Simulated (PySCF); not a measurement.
## NMR data sheet: C7H7FSi

| Quantity | Value |
| --- | --- |
| Formula | C7H7FSi |
| SMILES | C#C[Si@H]1C/C(=C/F)C1=C |
| Point group of the computed structure | C1 |
| Degrees of unsaturation | 5 |
| Carbon signals | 7 |
| Proton signals | 7 |

Mapped SMILES: `[CH:1]#[C:2][Si@H:3]1[CH2:4]/[C:5](=[CH:6]/[F:7])[C:8]1=[CH2:9]` (H(Xn): hydrogen on atom n). Ha(C4) is cis to C2 on the ring; Ha(C9) is cis to Si3; Hb(C4) is trans to C2 on the ring; Hb(C9) is trans to Si3.

[PySCF 2.14.0 with density-fitted response routines: GFN2-xTB geometry; NMR shieldings at PBE0/pcSseg-1/GIAO; one computed conformer; no solvent model; non-relativistic]

References, each an isolated molecule treated in the same way: 1H, 13C, 29Si against TMS; 19F against CFCl3.

```tsv
carbon	δC, type	δH (multiplicity)	HMBC from (2–3 bonds)	span of the C tensor (ppm)
C1	106.0, CH	2.13 (d)	H(Si3)	245
C2	87.4, C	–	H(Si3), Ha(C4), H(C1), Hb(C4)	286
C4	17.1, CH2	Hb(C4) 2.11 (m); Ha(C4) 2.19 (m)	H(C6), H(Si3)	29
C5	128.0, C	–	H(C6), Hb(C9), Ha(C9), H(Si3), Ha(C4), Hb(C4)	174
C6	155.6, CH	6.96 (m)	Ha(C4), Hb(C4)	116
C8	151.4, C	–	H(C6), Hb(C9), Ha(C9), H(Si3), Ha(C4), Hb(C4)	200
C9	139.2, CH2	Ha(C9) 6.09 (br s); Hb(C9) 6.69 (br s)	H(Si3)	225
```

Other nuclei:
| atoms | nucleus | environment | δ (ppm) | σ (ppm) |
| --- | --- | --- | --- | --- |
| H(Si3) | 1H | hydrogen on a silicon bonded to 3 C, in a 4-membered ring | 5.14 | 26.58 |
| F7 | 19F | vinylic fluorine | -124.4 | 295.3 |
| Si3 | 29Si | silicon bonded to 3 C, H, in a 4-membered ring | -50.4 | 399.5 |

1. Carbon types of the structure: 3 × C, 2 × CH, 2 × CH2, leaving 1 H on heteroatoms.
2. δC 155.6: alkene CH; an sp2 carbon of a C=C bond.
3. δC 151.4, 128.0: fully substituted alkene carbon; as expected for a trigonal carbon in a double bond.
4. δC 139.2: terminal =CH2 carbon; the olefinic region.
5. δC 106.0: terminal alkyne carbon.
6. δC 87.4: alkyne carbon; sp carbons lie upfield of alkene carbons because the cylindrical π system leaves one tensor component strongly shielded.

Splittings by 19F in the carbon and heteronuclear signals aren't shown, as no couplings were computed. Shifts are as computed. Against solution values, carbons near 30 ppm lie about +3 ppm off and those near 130 ppm about +5 ppm. Of 1211 compounds with measured shifts, 218 miss one by over three times the rms of a fit or turn the order of signals round; such compounds aren't used in these exercises. Unscaled 19F shifts against computed CFCl3 carry errors that often reach 10 to 50 ppm. No couplings were computed; multiplicities are counted from neighbouring protons, with m where these are inequivalent, close in shift, in a saturated or five-membered ring or joined by F or P, and br s for small geminal =CH2 splittings.
